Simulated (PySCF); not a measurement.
A structure optimised at B3LYP-D3(BJ)/def2-SVP, used in a PySCF frequency run:

```xyz
11

Si     1.3405     0.4376     0.0000
C      2.0806    -0.2987    -1.5589
C      2.0806    -0.2987     1.5589
I     -1.1062    -0.0333     0.0000
H      1.4714     1.9212     0.0000
H      3.1633    -0.0896    -1.5958
H      1.9356    -1.3900    -1.5792
H      1.6131     0.1289    -2.4587
H      1.6131     0.1289     2.4587
H      1.9356    -1.3900     1.5792
H      3.1633    -0.0896     1.5958
```

Problem. Write its SMILES, formula and point group.

Solution. C[SiH](C)I, C2H7ISi, Cs

Problem. What are its rotational constants (standard atomic weights)?

Solution. 5.2636, 1.4334, 1.2090 GHz
